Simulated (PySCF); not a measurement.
Be(I)(OMe) (CH3BeIO), SMILES C[O][Be][I]. Atoms are numbered in the order given.

```xyz
7

Be    -0.6017    -0.2396    -0.8370
I      0.6369     0.2536     0.8860
O     -1.3905    -0.5537    -1.9343
C     -2.1725    -0.8651    -3.0221
H     -2.2554    -0.0048    -3.7084
H     -1.7442    -1.7106    -3.5876
H     -3.1918    -1.1483    -2.7078
```
Charge 0, spin multiplicity 1.

Geometry: PBE0-D3(BJ)/def2-SVP. The def2 effective core potentials stand for the cores of I; spin–orbit coupling is left out. The values are those of a single conformer.

The numbers are results of C-PCM-M06-2X/def2-SVP run with PySCF, not measurements.

The values are the electrostatic part of the solvation free energy, E(continuum) − E(gas) at the gas-phase geometry, in a cavity of scaled van der Waals radii (PySCF's table); cavitation and dispersion terms are not included. A continuum can't describe solvent molecules that bind to the metal. In vacuum the orbital gap is 9.11 eV. The dipole moment in vacuum is 2.73 D.

| solvent | ε | ΔG(elec) (kcal/mol) | dipole (D) | gap (eV) |
|---|---|---|---|---|
| water | 78.36 | -3.9 | 3.45 | 9.43 |
| chlorobenzene | 5.70 | -3.2 | 3.30 | 9.37 |
| toluene | 2.37 | -2.1 | 3.11 | 9.28 |
